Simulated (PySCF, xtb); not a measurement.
BCl2HSe. Atoms are numbered in the order given.

```xyz
5

B     -0.0048     0.5141     0.0000
Cl     1.5472     1.3426     0.0000
Cl    -1.4931     1.4498     0.0000
Se     0.0163    -1.4254     0.0000
H     -1.4511    -1.5768     0.0000
```
Charge 0, spin multiplicity 1.

Coordinates come from a B3LYP-D3(BJ)/def2-SVP optimisation. Other conformers were not sampled.

Computed with C-PCM-B3LYP/def2-SVP in PySCF 2.14.0.

The values are the electrostatic part of the solvation free energy, E(continuum) − E(gas) at the gas-phase geometry, in a cavity of scaled van der Waals radii (PySCF's table); cavitation and dispersion terms are not included. In vacuum the orbital gap is 6.08 eV. The dipole moment in vacuum is 0.99 D.

Q: Estimate the values in water (ε = 78.36), methanol (ε = 32.61), 1-octanol (ε = 9.86). (An estimate is asked for; the answer gives what the named calculation found.)

A: 
```tsv
solvent	ε	ΔG(elec) (kcal/mol)	dipole (D)	gap (eV)
water	78.36	-1.5	1.42	6.05
methanol	32.61	-1.4	1.41	6.05
1-octanol	9.86	-1.3	1.37	6.05
```

For comparison, GFN2-xTB/ALPB(water) (xtb, at the GFN2-xTB geometry, all terms of that model) gives -2.0 kcal/mol.
